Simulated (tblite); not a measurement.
Compound: C₇H₇O (doublet state).
Atom-mapped SMILES: `[CH3:1][O:2][c:3]1[cH:4][c:5][cH:6][cH:7][cH:8]1` (hydrogens: H9, H10, H11 on C1; H12 on C4; H13 on C6; H14 on C7; H15 on C8)

Cartesian coordinates in Å at the GFN2-xTB level; atoms count from 1:
```xyz
15
C7H7O angstrom
C     -2.5666   -0.1339    0.3432
O     -1.5318    0.7419   -0.0303
C     -0.2551    0.2698   -0.0480
C      0.1126   -1.0406    0.2799
C      1.4367   -1.3554    0.2125
C      2.4405   -0.5092   -0.1473
C      2.0634    0.7946   -0.4735
C      0.7393    1.1743   -0.4228
H     -2.6393   -0.9859   -0.3413
H     -3.4835    0.4506    0.2870
H     -2.4339   -0.4996    1.3670
H     -0.6224   -1.7733    0.5743
H      3.4739   -0.8143   -0.1829
H      2.8196    1.5079   -0.7676
H      0.4421    2.1810   -0.6722
```

Level: GFN2-xTB in tblite, geometry and Hessian alike; calculated harmonic values, unscaled, isolated species. Errors from tens to a few hundred cm⁻¹ against measured bands are possible. One conformer, not necessarily the lowest. Open shells enter through the occupations alone, without spin polarisation, and single modes of such species can be off by tens of per cent.

Harmonic wavenumbers (cm⁻¹): 88.4, 189.2, 248.9, 254.3, 378.0, 420.0, 472.6, 521.4, 576.9, 614.9, 750.9, 776.2, 813.1, 861.3, 895.4, 951.3, 1062.4, 1087.5, 1099.5, 1122.6, 1153.8, 1155.8, 1206.0, 1247.4, 1289.6, 1400.9, 1408.3, 1449.3, 1471.9, 1483.6, 1515.9, 1616.0, 2927.2, 2941.0, 3028.0, 3067.6, 3086.2, 3091.5, 3100.9.

A = 5530, B = 1582, C = 1240 MHz; mass 107.050 u (most abundant isotopes); point group Cs, symmetry number 1; spin multiplicity 2.

What is the zero-point energy?

½Σν̃ = 25413 cm⁻¹ = 304.01 kJ/mol.

Entropy at 298.15 K, 1 bar (ideal gas, RRHO, classical rotation)?

Translation 167.14, rotation 116.25, vibration 63.64, spin (R ln 2) 5.76: S = 352.8 J/(mol K).

And Cp and H(298.15 K) − H(0)?

Cp = 121.76 J/(mol K), of which vibrations give 88.50 (their classical limit is 39 R = 324.3); H(298.15 K) − H(0) = 21.32 kJ/mol without the zero-point energy, 11.41 from vibrations.

How do the functions run with temperature in this model?

```tsv
T (K)	S (J/(mol K))	Cp (J/(mol K))	H − H(0) (kJ/mol)	G − H(0) (kJ/mol)	ln q(vib)
50	232.6	40.0	1.77	-9.86	0.09
100	264.5	54.1	4.11	-22.34	0.46
373.15	383.0	148.3	31.46	-111.46	4.25
500	432.0	187.1	52.83	-163.19	6.41
750	518.8	239.9	106.75	-282.32	10.81
1000	592.6	272.8	171.13	-421.49	15.08
```

q(vib) and H(0) count from the zero-point level.

Blend soft modes into free rotors: weight 1/[1 + (100 cm⁻¹/ν̃)⁴] for the oscillator and the rest for a rotor with moment μB/(μ + B), μ = h/(8π²ν), B = 10⁻⁴⁴ kg m². What vibrational entropy results?

61.85 J/(mol K) in place of 63.64, which changes −T·S at 298.15 K by +0.53 kJ/mol.

What must be added to the electronic energy to get the Gibbs energy at 298.15 K and 1 bar?

ZPE + [H(298.15 K) − H(0)] − T·S = 304.01 + 21.32 − 105.19 = 220.14 kJ/mol.

Which modes carry the vibrational entropy at 298.15 K?

88.4 cm⁻¹: 15.46; 189.2 cm⁻¹: 9.35; 248.9 cm⁻¹: 7.27; 254.3 cm⁻¹: 7.12; 378.0 cm⁻¹: 4.38; 420.0 cm⁻¹: 3.73 J/(mol K); the other 33 give 16.32 together.

Hindered rotation and anharmonicity are outside this model. Other conformers, if any are populated, would add a mixing term that is left out.
